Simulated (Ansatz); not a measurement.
Isolated molecules relaxed with PBE0-D4/def2-TZVP in Ansatz; ΔE leaves out vibrations. CBS: MP2 limit from def2 TZ/QZ plus the TZ coupled-cluster correction, frozen cores. Each species was taken in one conformer, which may not be the lowest.

Reaction (substitution at a C–C bond): `C#CCC[SiH3]` + `CC=N` → `C#C/N=C\C` + `CC[SiH3]`

`C#CCC[SiH3]`:

```xyz
13

C     2.124   -2.031   -1.151
C     1.340   -1.442   -0.459
C     0.385   -0.704    0.351
C    -0.212    0.502   -0.383
Si   -1.449    1.467    0.650
H     2.821   -2.559   -1.759
H    -0.413   -1.386    0.665
H     0.881   -0.376    1.271
H     0.590    1.177   -0.696
H    -0.704    0.166   -1.302
H    -1.987    2.615   -0.127
H    -2.580    0.588    1.055
H    -0.797    1.985    1.884
```

`CC=N`:

Z-matrix (Å, degrees):
```
C
C 1 1.493
H 1 1.092 2 111.6
H 1 1.094 2 110.3 3 -121.2
H 1 1.094 2 110.3 3 121.2
N 2 1.263 1 127.9 3 0.0
H 2 1.095 1 115.5 3 -180.0
H 6 1.023 2 110.6 1 0.0
```

`C#C/N=C\C`:

Cartesian coordinates in Å:
```
C 0.627 0.028 -2.397
C 0.866 -0.212 -1.241
N 1.248 -0.522 -0.004
C 0.493 -0.328 1.004
C -0.876 0.245 1.005
H 0.415 0.240 -3.417
H 0.912 -0.620 1.968
H -1.201 0.509 -0.001
H -1.579 -0.473 1.439
H -0.906 1.134 1.644
```

`CC[SiH3]`:

```xyz
11

C     0.806    1.019    0.574
C    -0.486    0.518   -0.064
Si   -0.443   -1.306   -0.501
H     0.749    2.084    0.816
H     1.661    0.880   -0.094
H     1.027    0.483    1.501
H    -0.706    1.082   -0.977
H    -1.335    0.687    0.607
H    -0.207   -2.126    0.720
H     0.661   -1.583   -1.462
H    -1.726   -1.739   -1.119
```

```tsv
species	SCS-MP2/def2-TZVPP energy (Eh)
`C#CCC[SiH3]`	-445.84923
`CC=N`	-133.67374
`C#C/N=C\C`	-209.63921
`CC[SiH3]`	-369.87463
```

Work out ΔE.

ΔE = (-209.63921) + (-369.87463) − (-445.84923) − (-133.67374) = 0.00913 Eh = +24.0 kJ/mol. CCSD(T)/CBS gives +23.5 kJ/mol.

Largest T1 diagnostic among the species: 0.014.

From PBE to PBE0 (25 % exact exchange), in def2-TZVPP and without D4, ΔE moves by +7.3 kJ/mol. In def2-TZVPP, CCSD(T) changes the Hartree–Fock value by −3.8 kJ/mol (the triples alone add −3.5 kJ/mol) and MP2 by −6.2 kJ/mol.
